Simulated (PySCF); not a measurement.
PySCF job for GaHBr2, SMILES [Br][GaH][Br], PBE-D3(BJ)/def2-SVP. The structure is a stationary point at PBE-D3(BJ)/def2-SVP. The structure was generated by enumeration; whether it is a known compound was not checked.

```python
import numpy as np
from pyscf import gto, scf, dft, df
from pyscf.hessian import thermo

mol = gto.M(
    atom='''
    Ga    0.00000000    0.00000000   -0.81573144
    H     0.00000000    0.00000000   -2.37774604
    Br    0.00000000   -1.95027895    0.39522029
    Br    0.00000000    1.95027895    0.39522029
    ''',
    basis='def2-SVP',
    charge=0,
    spin=0,
    max_memory=1600,
    verbose=3,
)
mf = dft.RKS(mol, xc='pbe').density_fit(auxbasis='def2-universal-jkfit')
mf.disp = 'd3bj'
mf.grids.level = 3
mf.conv_tol = 1e-11
mf.max_cycle = 100
mf.kernel()

# [left out here: the lines that compute and print the analytic Hessian (its translational invariance restored by hand, since the grid's response is missing), thermochemistry and intensities]
```

Output:

```
converged SCF energy = -7071.93798300378

WARN: DFTD3 does not support analytical Hessian, using finite difference


WARN: Mole.unit (angstrom) is changed to Bohr

Mode                                 0                   1                   2
Irrep
Freq [cm^-1]                       89.1277            274.6568            328.3202
Reduced mass [au]                  60.1090             52.5209             66.4815
Force const [Dyne/A]                0.2813              2.3343              4.2223
Char temp [K]                     128.2349            395.1700            472.3797
Normal mode                   x     y     z       x     y     z       x     y     z
       0  Ga                 0.00 -0.00  0.06   -0.00 -0.00 -0.08   -0.00  0.09 -0.00
       1   H                -0.00 -0.00  0.06    0.00 -0.00 -0.08    0.00  0.04 -0.00
       2  Br                -0.00 -0.06 -0.03    0.00 -0.05  0.03    0.00 -0.04  0.03
       3  Br                -0.00  0.06 -0.03    0.00  0.05  0.03    0.00 -0.04 -0.03
Mode                                 3                   4                   5
Irrep
Freq [cm^-1]                      401.5049            572.8483           1968.0200
Reduced mass [au]                   1.0937              1.0224              1.0221
Force const [Dyne/A]                0.1039              0.1977              2.3323
Char temp [K]                     577.6762            824.2011           2831.5426
Normal mode                   x     y     z       x     y     z       x     y     z
       0  Ga                -0.03 -0.00  0.00    0.00 -0.01 -0.00   -0.00  0.00 -0.01
       1   H                 0.96  0.00  0.00   -0.00  0.99  0.00    0.00 -0.00  0.99
       2  Br                 0.01 -0.00 -0.00   -0.00 -0.00  0.01    0.00 -0.00 -0.00
       3  Br                 0.01  0.00 -0.00   -0.00 -0.00 -0.01    0.00  0.00 -0.00
temperature 298.1500 [K]
pressure 101325.00 [Pa]
Rotational constants [GHz] 6.56420 0.83143 0.73796
Symmetry number 2
Zero-point energy (ZPE) 0.00828 [Eh]   21739.006 [J/mol]
                           tot       elec      trans        rot        vib
Entropy [J/mol/K]       324.558      0.000    176.597    114.607     33.353
Cv [J/mol/K]             57.856      0.000     12.472     12.472     32.912
Cp [J/mol/K]             66.170      0.000     20.786     12.472     32.912
Internal energy [J/mol]                      3718.434   3718.434  27196.066
Internal energy [Eh]   -7071.92479  -7071.93798
Enthalpy [J/mol]                             6197.391   3718.434  27196.066
Enthalpy [Eh]          -7071.92385
Gibbs free energy [J/mol]                  -46455.021 -30451.754  17251.736
Gibbs free energy [Eh] -7071.96070
mode   freq/cm-1   IR/(km/mol)
   1       89.13         1.852
   2      274.66        11.693
   3      328.32        63.007
   4      401.50        22.762
   5      572.85       102.761
   6     1968.02        87.307
max |gradient| / (hartree/bohr): 7.35779718953289e-05
APT charges: [ 1.1818 -0.2464 -0.4677 -0.4677]
```

The calculation finished and met its thresholds.
